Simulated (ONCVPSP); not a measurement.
How hard is this gadolinium ONCV potential?

```
Element                 : Gd (Z = 64)
Generator               : ONCVPSP 4.0.1
Type                    : optimised norm-conserving Vanderbilt (ONCV)
Functional              : BLYP
Relativity              : scalar-relativistic
Frozen core             : [Kr] 4d10
Valence charge          : 18
Reference configuration : 4f7 5s2 5p6 5d1 6s1 (charge +1)
Partial waves           : 5s+6s: rc 2.05 bohr, ncon 5, nbas 10, qcut 6.3 1/bohr, 2 projectors; 5p: rc 1.65 bohr, ncon 5, nbas 9, qcut 5.4 1/bohr, 2 projectors, debl 0.8 Ha; 5d: rc 3.45 bohr, ncon 4, nbas 9, qcut 4.1 1/bohr, 3 projectors, debl 0.8 Ha; 4f: rc 1.30 bohr, ncon 4, nbas 9, qcut 10.9 1/bohr, 2 projectors, debl 3.2 Ha
Local potential         : polynomial inside 1.25 bohr (lpopt 5, dvloc0 -1 Ha)
Core correction         : Teter function fitted to the true core (icmod 2), fcfact 0.65
```

In the p channel the program set the typed energies aside and used -1.227, 0.250 Ha.

Problem. For each optimised wave give the share of its norm inside rc, the residual kinetic energy above qcut (Ha) and the cutoffs (Ha) for errors of 10, 1, 0.1 and 0.01 mHa per electron.

Solution.

```csv
wave,norm inside rc,residual KE,10 mHa,1 mHa,0.1 mHa,0.01 mHa
5s,0.933,8.3e-06,11.5,14.8,17.2,20.4
6s,0.066,3.9e-06,9.1,13.3,16.4,19.1
5p,0.617,4.2e-03,12.0,43.5,88.8,100.7
p projector 2,0.113,2.1e-03,9.5,16.8,49.7,114.0
5d,0.810,3.9e-06,4.7,6.1,7.0,8.0
d projector 2,0.197,2.4e-05,5.0,6.5,7.7,10.7
d projector 3,0.215,1.5e-04,6.0,7.4,9.2,14.2
4f,0.850,2.2e-03,53.8,89.2,204.7,274.8
f projector 2,0.076,4.1e-03,55.5,90.3,240.4,269.4
```

The occupied waves need 89 Ha and 205 Ha for 1 and 0.1 mHa. Note: ghosts flagged at negative energy: s at -4.4 eV; GHOST(+) flagged for p at 181.2 eV. A true bound ghost makes a file unfit for plane-wave use. 1 of 4 tests not solved or not reliable.
